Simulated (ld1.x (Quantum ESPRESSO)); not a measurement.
## u(r) = r·R(r): atom against pseudo-atom (C (Z = 6))

Columns: radius, all-electron u(r) and pseudo u(r) of the 2p shell (level -5.35 eV) of carbon in the configuration [He] 2s1.75 2p2.25; PBEsol, scalar-relativistic, RRKJ scheme, ld1.x (Quantum ESPRESSO) 7.5.

| r (bohr) | all-electron | pseudo |
| --- | --- | --- |
| 0.096 | 0.0440 | 0.0176 |
| 0.192 | 0.1362 | 0.0685 |
| 0.288 | 0.2414 | 0.1467 |
| 0.384 | 0.3428 | 0.2437 |
| 0.480 | 0.4331 | 0.3494 |
| 0.576 | 0.5097 | 0.4534 |
| 0.672 | 0.5725 | 0.5472 |
| 0.768 | 0.6221 | 0.6244 |
| 0.864 | 0.6592 | 0.6815 |
| 0.960 | 0.6848 | 0.7183 |
| 1.056 | 0.7006 | 0.7367 |
| 1.152 | 0.7079 | 0.7402 |
| 1.248 | 0.7082 | 0.7331 |
| 1.344 | 0.7028 | 0.7194 |
| 1.440 | 0.6928 | 0.7021 |
| 1.536 | 0.6791 | 0.6832 |
| 1.632 | 0.6625 | 0.6638 |
| 1.728 | 0.6438 | 0.6440 |
| 1.824 | 0.6234 | 0.6234 |
| 1.920 | 0.6020 | 0.6020 |
| 2.016 | 0.5798 | 0.5798 |
| 2.112 | 0.5572 | 0.5572 |
| 2.208 | 0.5344 | 0.5344 |
| 2.304 | 0.5116 | 0.5116 |
| 2.400 | 0.4891 | 0.4891 |
| 2.496 | 0.4669 | 0.4669 |

(1) How many radial nodes do the two functions have?

(2) At about which radius was the pseudo-wave matched?

(3) Is the pseudo-wave norm-conserving?

Answers

(1) The all-electron 2p function has n − l − 1 = 0; the pseudo-wave has 0.

(2) 1.85 bohr. The columns agree to 0.0005 from 1.73 bohr on; several derivatives are matched, so the curves merge somewhat inside the radius.

(3) Yes: the RRKJ scheme keeps the norm inside the radius equal to the all-electron one, which fixes the energy derivative of the logarithmic derivative at the level.
